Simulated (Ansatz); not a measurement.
Relaxation of AsH2S (4 atoms, charge -1, multiplicity 1), to a largest force component of 0.02 eV/Å in at most 50 steps.

The calculation used Ansatz 0.2.0, RKS B3LYP-D4/def2-SVP.

```xyz
4
Properties=species:S:1:pos:R:3
S -1.596 0.055 0.910
As 0.109 -0.627 -0.132
H 0.225 0.389 -1.305
H 1.262 0.183 0.528
```

Task: Where does it end, and by what steps?

Result: It converged. Limits of this set-up: an anion without diffuse functions, the dipole of an ion depends on the origin. After 4 steps the energy has fallen by 0.073 eV; S1 moved furthest, 0.09 Å.

| step | energy less start (eV) | largest force component (eV/Å) | accepted |
| --- | --- | --- | --- |
| 0 | 0.0000 | 1.214 | yes |
| 1 | -0.0247 | 0.642 | yes |
| 2 | -0.0730 | 0.071 | yes |
| 3 | -0.0733 | 0.029 | yes |
| 4 | -0.0733 | 0.005 | yes |

```xyz
4
Properties=species:S:1:pos:R:3
S -1.670 0.042 0.950
As 0.109 -0.603 -0.129
H 0.248 0.386 -1.352
H 1.314 0.175 0.531
```

Run time: 10 s on 1 thread of Arm Neoverse V1, with other jobs on the host, peak memory 0.11 GiB.
